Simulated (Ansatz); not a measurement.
Input and output for CH$_{7}$BSi$_{2}$ (`BC1[SiH2][SiH2]1`).

```yaml
crystal:
  periodic: [false, false, false]
  atoms:
    - {symbol: B, position_ang: [-0.775000, 1.351717, -0.300851]}
    - {symbol: C, position_ang: [-0.791349, -0.131631, -0.022764]}
    - {symbol: Si, position_ang: [0.304553, -0.867577, 1.313640]}
    - {symbol: Si, position_ang: [0.999938, -0.471364, -0.774572]}
    - {symbol: H, position_ang: [-1.530964, 1.840855, -1.091450]}
    - {symbol: H, position_ang: [0.036877, 2.057002, 0.237705]}
    - {symbol: H, position_ang: [-1.568373, -0.742906, -0.478387]}
    - {symbol: H, position_ang: [0.002228, -2.266937, 1.688091]}
    - {symbol: H, position_ang: [0.648342, 0.002871, 2.458031]}
    - {symbol: H, position_ang: [1.765716, 0.715526, -1.214670]}
    - {symbol: H, position_ang: [0.973135, -1.544559, -1.794175]}
basis:
  gaussian: {orbitals: cc-pVTZ-DK}
hamiltonian: {xc: {name: wB97}}
scf: {lower_state_search: off}
```

```sh
$ ansatz run in.yaml --threads 2 --pin off --events-out ev --progress --plain --max-ram 4352MiB
```

Output, abridged:

```
Functional definition: wB97
1336 factors; their error is unknown
477 factors; integrals over basis functions are off by at most 2.6e-5 eV
mean field evaluation 1: about -17612.0378 eV, gradient 3.5e1 eV
mean field evaluation 2: about -17613.3201 eV, gradient 2.8e1 eV
mean field evaluation 4: about -17615.3477 eV, gradient 7.5e-1 eV
mean field evaluation 8: about -17615.2852 eV, gradient 3.5e-1 eV
mean field evaluation 16: about -17615.2853 eV, gradient 2.4e-5 eV
mean field -17615.28533056 eV, -647.3497958289 hartree, gradient 6.5e-6 eV, S^2 0.000000; 0 other end points of the search recorded, 0 dependent functions left out
reference -17615.28531816 eV, -647.3497953733 hartree; 23, 23 occupied and 203, 203 virtual orbitals, 1336 factors
Total energy: -17615.28531816 eV, -647.3497953733 hartree
Relativity: scalar
Checks for a lower state left out: stability, starts, cluster_reference, orbital_swaps, neighbouring_geometries, increment
```

Hardware: 2 threads of an Arm Neoverse V2 on a shared host. Wall time 5.5 s, peak host memory 0.43 GiB.
